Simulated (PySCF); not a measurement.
C₅H₆Se. Atoms are numbered in the order given.

```xyz
12

C      0.8428     2.2286     0.0000
C      0.0696     1.1252     0.0000
C     -1.4541     1.0952     0.0000
C     -1.9486    -0.3251     0.0000
C     -1.0162    -1.2976     0.0000
Se     0.7833    -0.6687     0.0000
H      1.9414     2.1808     0.0000
H      0.3803     3.2286     0.0000
H     -1.8422     1.6475    -0.8863
H     -1.8422     1.6475     0.8863
H     -3.0272    -0.5462     0.0000
H     -1.2045    -2.3803     0.0000
```

Coordinates come from a PBE-D3(BJ)/def2-SVP optimisation. One conformer was computed; it need not be the lowest.

These are PBE/pcSseg-1 in PySCF values and carry that method's errors.

GIAO shieldings, no solvent; atoms listed in one row are averaged. δ = σ(ref) − σ: ¹³C against TMS (σ = 182.0 ppm); ⁷⁷Se against Me2Se (σ = 1634.8 ppm); ¹H against TMS (σ = 31.49 ppm), references at their B3LYP-D3(BJ)/def2-TZVP geometries, non-relativistic.

Computed chemical shifts:
| nucleus | atoms | count | δ (ppm) |
|---|---|---|---|
| ¹³C | C2 | 1 | 168.2 |
| ¹³C | C5 | 1 | 140.9 |
| ¹³C | C4 | 1 | 131.0 |
| ¹³C | C1 | 1 | 114.6 |
| ¹³C | C3 | 1 | 53.5 |
| ⁷⁷Se | Se6 | 1 | 499.5 |
| ¹H | H12 | 1 | 6.64 |
| ¹H | H8 | 1 | 6.16 |
| ¹H | H11 | 1 | 5.99 |
| ¹H | H7 | 1 | 5.89 |
| ¹H | H9, H10 | 2 | 4.29 |
